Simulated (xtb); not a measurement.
OsO4, SMILES [O]=[Os](=[O])(=[O])=[O], multiplicity 1. All values are semi-empirical tight-binding results from xtb (GFN2-xTB unless named), good for trends rather than for accurate numbers. Geometry optimised at GFN2-xTB. The spin state was assumed, not searched. The isomer is the one that the SMILES or the coordinates give; other isomers of the formula were not compared.

Optimised geometry:

```xyz
5

Os     0.0000     0.0000     0.0000
O     -0.9351     0.9351    -0.9351
O      0.9351     0.9351     0.9351
O      0.9351    -0.9351    -0.9351
O     -0.9351    -0.9351     0.9351
```

For metal compounds this method's bond lengths and energies can be far off.

The point group as xtb finds it comes out as Td and the orbital gap is 3.64 eV. The zero-point energy comes out as 7.2 kcal/mol and the G − E(el) at 298.15 K (modified RRHO) is -10.2 kcal/mol.

Computed atomic charges and the Wiberg bond orders between heavy atoms:
charges (e) Os1 1.24, O2 -0.31, O3 -0.31, O4 -0.31, O5 -0.31. Bond orders Os1–O2 1.87, Os1–O3 1.87, Os1–O4 1.87, Os1–O5 1.87.
